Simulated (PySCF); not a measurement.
Computed IR spectrum (relative IR intensity) of a molecule H6O3Si2. Coordinates come from a PBE-D3(BJ)/def2-SVP optimisation. Other conformers were not sampled. Level of theory: PBE-D3(BJ)/def2-SVP run with PySCF 2.14.0. Frequencies are harmonic and unscaled.

Lines under 2 % of the strongest are left out, and lines within 2 cm⁻¹ are merged.

| ν (cm⁻¹) | relative intensity |
|---|---|
| 142 | 11 |
| 210 | 42 |
| 234 | 28 |
| 286 | 18 |
| 335 | 36 |
| 483 | 33 |
| 498 | 15 |
| 680 | 13 |
| 694 | 77 |
| 745 | 74 |
| 778 | 24 |
| 789 | 57 |
| 819 | 40 |
| 854 | 46 |
| 904 | 33 |
| 926 | 68 |
| 934 | 42 |
| 1013 | 100 |
| 2121 | 55 |
| 2137 | 61 |
| 2162 | 76 |
| 3607 | 64 |
| 3743 | 31 |
| 3757 | 36 |

Task: Which molecule gave these data?
A. O[Si](O)(O)[SiH3]
B. O[SiH](O)O[SiH3]
C. O[SiH2][SiH](O)O
D. O[SiH2]O[SiH2]O

Result: C, O[SiH2][SiH](O)O
